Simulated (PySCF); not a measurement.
**Spinor energies of As (arsenic, neutral)**

Start: [Ar] 3d10 4s2 4p2 4d1; 4p3/2 filled at m_j = +1/2, +3/2; 4d5/2 filled at m_j = +5/2. Calculated with PySCF 2.14 in x2c-TZVPall-2c with one added diffuse shell each of s, p, d type (7s8p5d1f, 63 functions): generalised Hartree-Fock with the X2C-1e Hamiltonian and a Gaussian nucleus; one run each with spin-orbit coupling (SO) switched off, then screened by Boettger's factors. This is a chosen level, not necessarily the ground level.

```json
{"spinor shell": "1s1/2", "electrons": "2", "ε, spin-free (eV)": "-11949.0", "ε, screened SO (eV)": "-11948.8", "weight of nominal j (screened SO)": "1.000", "rms radius, screened SO (bohr)": "0.0524"}
{"spinor shell": "2s1/2", "electrons": "2", "ε, spin-free (eV)": "-1576.5", "ε, screened SO (eV)": "-1576.4", "weight of nominal j (screened SO)": "1.000", "rms radius, screened SO (bohr)": "0.219"}
{"spinor shell": "2p1/2", "electrons": "2", "ε, spin-free (eV)": "-1377.9", "ε, screened SO (eV)": "-1403.0", "weight of nominal j (screened SO)": "1.000", "rms radius, screened SO (bohr)": "0.194"}
{"spinor shell": "2p3/2", "electrons": "4", "ε, spin-free (eV)": "-1377.9", "ε, screened SO (eV)": "-1365.8", "weight of nominal j (screened SO)": "1.000", "rms radius, screened SO (bohr)": "0.197"}
{"spinor shell": "3s1/2", "electrons": "2", "ε, spin-free (eV)": "-229.36", "ε, screened SO (eV)": "-229.38", "weight of nominal j (screened SO)": "1.000", "rms radius, screened SO (bohr)": "0.639"}
{"spinor shell": "3p1/2", "electrons": "2", "ε, spin-free (eV)": "-165.59", "ε, screened SO (eV)": "-169.23", "weight of nominal j (screened SO)": "0.999", "rms radius, screened SO (bohr)": "0.660"}
{"spinor shell": "3p3/2", "electrons": "4", "ε, spin-free (eV)": "-165.59", "ε, screened SO (eV)": "-163.89", "weight of nominal j (screened SO)": "0.999", "rms radius, screened SO (bohr)": "0.670"}
{"spinor shell": "3d3/2", "electrons": "4", "ε, spin-free (eV)": "-60.421", "ε, screened SO (eV)": "-60.905", "weight of nominal j (screened SO)": "0.986", "rms radius, screened SO (bohr)": "0.746"}
{"spinor shell": "4s1/2", "electrons": "2", "ε, spin-free (eV)": "-21.836", "ε, screened SO (eV)": "-21.857", "weight of nominal j (screened SO)": "0.999", "rms radius, screened SO (bohr)": "2.07"}
{"spinor shell": "4p3/2", "electrons": "2", "ε, spin-free (eV)": "-12.722", "ε, screened SO (eV)": "-12.687", "weight of nominal j (screened SO)": "0.783", "rms radius, screened SO (bohr)": "2.62"}
{"spinor shell": "4d5/2", "electrons": "1", "ε, spin-free (eV)": "-1.275", "ε, screened SO (eV)": "-1.278", "weight of nominal j (screened SO)": "1.000", "rms radius, screened SO (bohr)": "4.88"}
```

Question: Where does 3d5/2 lie, and what is the 3d spin-orbit splitting (screened SO)?

Answer: At -60.152 eV, 0.753 eV above 3d3/2.

```csv
quantity,spin-free,screened SO
E (hartree),-2258.65712,-2258.74880
M_J,9/2,9/2
⟨J²⟩,24.762,24.760
⟨L²⟩,12.010,12.100
⟨S²⟩,3.752,3.723
```

Each row is a mean over spinors that exchange with the open shell spreads, by up to 5.000 eV (4s1/2).

Rows whose weight is well below 1 are mixtures of j = l ± 1/2: exchange outweighs spin-orbit coupling there, and the label is only the starting occupation.

Without spin-orbit coupling the j labels of p, d and f shells carry no meaning; the spin-free column gives the mean over the occupied spinors of each nl shell.
